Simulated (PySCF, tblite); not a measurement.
Species: C5H9NOSi2.
Structure used (GFN2-xTB), in Å, numbered top down from 1:
```
atom  x, y, z in Å
C1     2.9124    0.4775    0.1347
O2     1.7825    0.9628   -0.5515
C3     0.5520    0.5176   -0.1719
C4     0.2855   -0.3142    0.8364
C5    -1.1126   -0.7827    1.1543
C6    -1.1719   -2.1909    0.9063
N7    -1.2036   -3.3123    0.6741
Si8   -2.4438    0.1363    0.0704
Si9   -0.8641    1.2306   -1.2159
H10    3.7767    0.9226   -0.3552
H11    2.9763   -0.6135    0.0711
H12    2.8948    0.7754    1.1882
H13    1.0603   -0.7358    1.4652
H14   -1.3155   -0.6332    2.2211
H15   -3.3265   -0.8639   -0.5349
H16   -3.2738    0.9004    1.0132
H17   -0.7108    0.8345   -2.6181
H18   -0.8267    2.6950   -1.1524
```

Method: PBE0/pcSseg-1 in PySCF (dipole) on a GFN2-xTB geometry, gas phase.

Take the most abundant isotopes and a rigid rotor. The values belong to one conformer with, in the numbering `[CH3:1][O:2][C:3]1=[CH:4][C@H:5]([C:6]#[N:7])[SiH2:8][SiH2:9]1`, C1–O2–C3–C4 3°.

(1) What are A, B and C (cm⁻¹)?

(2) Classify the top.

(3) What does the inertial defect say?

(4) Which types of transition are allowed, and where do some lines up to J = 3 fall?

Answers

(1) Ia = 331.23, Ib = 539.73, Ic = 787.88 u·Å²; 505379 MHz·u·Å²/I gives 1526, 936.4 and 641.4 MHz, that is A = 0.05089, B = 0.03123, C = 0.02140 cm⁻¹.

(2) An asymmetric top: κ = (2 × 936.4 − 1526 − 641.4)/(1526 − 641.4) = -0.33.

(3) Not planar: Δ = Ic − Ia − Ib = -83.08 u·Å². For a rigid frame Δ = −2 Σ m c², so Σ m c² = 41.54 u·Å² lies off the ab plane: 11.99 from hydrogen and 29.55 from heavier atoms. The atom farthest from that plane is 1.87 Å away.

(4) The dipole components are |μa| = 2.71 D, |μb| = 1.71 D, |μc| = 2.34 D. Intensities carry the squares of the components, which stand as 1.00 : 0.40 : 0.75 (a : b : c). Some lines, for components of 0.1 D or more:

```csv
type,branch,"J(Ka,Kc)",MHz,lower level (cm⁻¹)
a,Q,"3(2,1) ← 3(2,2)",391,0.414
a,Q,"2(1,1) ← 2(1,2)",885,0.168
a,R,"1(0,1) ← 0(0,0)",1578,0.000
c,Q,"2(2,1) ← 2(1,1)",1768,0.197
b,Q,"3(2,1) ← 3(1,2)",1781,0.368
b,Q,"2(2,0) ← 2(1,1)",1854,0.197
b,R,"1(1,1) ← 0(0,0)",2167,0.000
c,R,"1(1,0) ← 0(0,0)",2462,0.000
b,R,"2(0,2) ← 1(1,1)",2480,0.072
a,R,"2(1,2) ← 1(1,1)",2861,0.072
a,R,"2(0,2) ← 1(0,1)",3070,0.053
b,Q,"3(2,2) ← 3(1,3)",3143,0.309
c,Q,"3(3,1) ← 3(2,1)",3341,0.427
a,R,"2(1,1) ← 1(1,0)",3450,0.082
b,Q,"3(3,1) ← 3(2,2)",3732,0.414
a,R,"3(1,2) ← 2(1,1)",5111,0.197
c,R,"2(2,0) ← 1(1,0)",5305,0.082
c,R,"3(1,2) ← 2(0,2)",6377,0.155
c,R,"3(2,1) ← 2(1,1)",6892,0.197
b,R,"3(2,1) ← 2(1,2)",7777,0.168
b,R,"3(3,0) ← 2(2,1)",8482,0.256
```

Its GFN2-xTB frequencies are all real (lowest 24 cm⁻¹). These are rigid-rotor constants of the computed structure; measured ground-state constants (B0) also hold zero-point vibration. A rigid rotor knows nothing of internal rotation, which can split or shift real lines. Quadrupole hyperfine structure (14N) is left out.
